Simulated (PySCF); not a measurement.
## Frontier levels across methods

Species: C2H5ClOSi2.
Geometry (PBE0-D3(BJ)/def2-SVP, Å), atoms numbered from 1 in this order:
```
atom  x, y, z in Å
C1    -3.2502    2.8553    0.1720
C2    -2.3508    3.4610    0.7235
Si3   -0.9940    4.3518    1.5590
Cl4   -0.6505    6.0868    0.5020
O5     0.3664    3.4386    1.5671
Si6    1.4928    2.6867    0.5923
H7    -4.0475    2.3250   -0.3189
H8    -1.3495    4.7009    2.9497
H9     0.8961    1.4609   -0.0127
H10    2.6532    2.3168    1.4476
H11    1.9283    3.6173   -0.4891
```

Basis pcSseg-1 throughout (PySCF), one geometry. One conformer (not necessarily the lowest) at the PBE0-D3(BJ)/def2-SVP geometry, without solvent, vibrations or thermal averaging.

Task: How do the orbital energies, the gap and the dipole change with the method?

Result: 
| method | kind | HOMO (eV) | LUMO (eV) | gap (eV) | μ (D) | SCF cycles |
| --- | --- | --- | --- | --- | --- | --- |
| BLYP | GGA | -7.13 | -1.40 | 5.73 | 1.74 | 15 |
| B97-D | GGA | -7.28 | -1.46 | 5.82 | 1.81 | 15 |
| KT3 | GGA | -7.32 | -1.55 | 5.76 | 1.77 | 16 |
| OPBE | GGA | -7.32 | -1.48 | 5.85 | 1.81 | 16 |
| PBE | GGA | -7.32 | -1.60 | 5.73 | 1.78 | 15 |
| KT2 | GGA | -7.33 | -1.68 | 5.65 | 1.79 | 16 |
| BP86 | GGA | -7.43 | -1.69 | 5.74 | 1.80 | 15 |
| LDA | LDA | -7.50 | -1.86 | 5.64 | 1.82 | 14 |
| B3LYP | global hybrid | -8.33 | -0.84 | 7.49 | 1.84 | 14 |
| B97-2 | global hybrid | -8.34 | -0.69 | 7.66 | 1.90 | 14 |
| PBE0 | global hybrid | -8.62 | -0.68 | 7.94 | 1.91 | 14 |
| mPW1PW91 | global hybrid | -8.64 | -0.68 | 7.96 | 1.91 | 13 |
| BHandHLYP | global hybrid | -9.68 | 0.41 | 10.09 | 1.96 | 13 |
| CAM-B3LYP | range-separated hybrid | -9.95 | 0.49 | 10.44 | 1.90 | 13 |
| wB97X-D | range-separated hybrid | -10.51 | 1.11 | 11.62 | 1.97 | 14 |
| HF | Hartree–Fock | -11.37 | 2.98 | 14.35 | 2.11 | 12 |
| LC-wPBE | range-separated hybrid | -11.44 | 1.60 | 13.05 | 1.99 | 13 |

The HOMO spans 4.32 eV, from BLYP down to LC-wPBE, and the gap runs from 5.64 eV (LDA) to 14.35 eV (HF). Over the methods BLYP (0 %), B97-D (0 %), KT3 (0 %), OPBE (0 %), PBE (0 %), KT2 (0 %), BP86 (0 %), LDA (0 %), B3LYP (20 %), B97-2 (21 %), PBE0 (25 %), mPW1PW91 (25 %), BHandHLYP (50 %), HF (100 %), a straight line through the gap against the share of exact exchange rises by 0.86 eV for each 10 % (correlation coefficient 1.000). The dipole ranges from 1.74 D (BLYP) to 2.11 D (HF). This basis has no diffuse functions.
